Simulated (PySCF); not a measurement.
A side-by-side comparison of computed properties.

First species: C₅H₁₀NOP.
Geometry (GFN2-xTB, Å), atoms numbered from 1 in this order:
```xyz
18
C5H10NOP angstrom
C     -2.026    1.327   -0.565
C     -1.919   -0.186   -0.469
P     -0.373   -0.781    0.308
O     -0.281   -2.237    0.436
C      1.039   -0.067   -0.632
C      2.322   -0.611    0.000
C      2.451   -0.105    1.343
N      2.538    0.327    2.397
H     -1.313    1.724   -1.284
H     -1.828    1.782    0.403
H     -3.025    1.617   -0.883
H     -2.726   -0.601    0.144
H     -1.987   -0.662   -1.452
H     -0.330   -0.097    1.522
H      1.024    1.022   -0.615
H      0.955   -0.414   -1.666
H      3.208   -0.328   -0.576
H      2.263   -1.704    0.050
```

Second species: C6H7NOS.
InChI=1S/C6H7NOS/c1-9(8)6-2-4-7-5-3-6/h2-5H,1H3/t9-/m1/s1

Levels: wB97X-D/def2-SVPD for dipole moment, HOMO energy, LUMO energy, HOMO–LUMO gap, static isotropic polarisability and electronic spatial extent ⟨r²⟩ about the centre of nuclear charge; TDDFT wB97X-D/def2-SVPD for lowest singlet excitation; TDA wB97X-D/def2-SVPD for lowest triplet excitation (Tamm–Dancoff); GFN2-xTB for rotational constant A and rotational constant C. Geometries: GFN2-xTB. Each species is one conformer at its optimised geometry, gas phase, non-relativistic unless stated; the electronic structure was computed with PySCF and density fitting.

The conformers computed, where there is a choice (atom-mapped SMILES and torsion angles):
- `[CH3:1][CH2:2][P@@H:3](=[O:4])[CH2:5][CH2:6][C:7]#[N:8]`: C1–C2–P3–O4 178°, C2–P3–C5–C6 -178°, P3–C5–C6–C7 -66°
- `[CH3:1][S@@:2](=[O:3])[c:4]1[cH:5][cH:6][n:7][cH:8][cH:9]1`: C1–S2–C4–C5 79°

Values for the first species:

```
Dipole moment                                                     : 5.51 D
HOMO energy                                                       : -9.90 eV
LUMO energy                                                       : 1.85 eV
HOMO–LUMO gap                                                     : 11.75 eV
Lowest singlet excitation                                         : 7.54 eV
Lowest triplet excitation (Tamm–Dancoff)                          : 6.60 eV
Static isotropic polarisability                                   : 86.9 au
Electronic spatial extent ⟨r²⟩ about the centre of nuclear charge : 1357 bohr²
Rotational constant A                                             : 2.708 GHz
Rotational constant C                                             : 0.927 GHz
```

Estimate the same properties for the second species, and the change in each.

```json
{"property": "dipole moment", "first": "5.51 D", "second": "3.24 D", "second less first": "-2.27 D"}
{"property": "HOMO energy", "first": "-9.90 eV", "second": "-9.04 eV", "second less first": "+0.86 eV"}
{"property": "LUMO energy", "first": "1.85 eV", "second": "0.34 eV", "second less first": "-1.51 eV"}
{"property": "HOMO–LUMO gap", "first": "11.75 eV", "second": "9.38 eV", "second less first": "-2.37 eV"}
{"property": "lowest singlet excitation", "first": "7.54 eV", "second": "4.88 eV", "second less first": "-2.66 eV"}
{"property": "lowest triplet excitation (Tamm–Dancoff)", "first": "6.60 eV", "second": "4.25 eV", "second less first": "-2.35 eV"}
{"property": "static isotropic polarisability", "first": "86.9 au", "second": "98.2 au", "second less first": "+11.3 au"}
{"property": "electronic spatial extent ⟨r²⟩ about the centre of nuclear charge", "first": "1357 bohr²", "second": "1393 bohr²", "second less first": "+36 bohr²"}
{"property": "rotational constant A", "first": "2.708 GHz", "second": "3.224 GHz", "second less first": "+0.516 GHz"}
{"property": "rotational constant C", "first": "0.927 GHz", "second": "0.834 GHz", "second less first": "-0.093 GHz"}
```

On the first: No computed singlet falls in the visible range (750 to 380 nm, 1.65 to 3.26 eV); S1 lies 4.28 eV above its blue end.

On the second: The vertical singlet–triplet gap S1 − T1 is 0.63 eV (TDDFT singlet less Tamm–Dancoff triplet; S1: HOMO−1→LUMO, weight 0.75; T1: HOMO−1→LUMO, weight 0.72). The dipole matches unit charges of opposite sign 0.67 Å apart (1 e·Å = 4.8032 D).
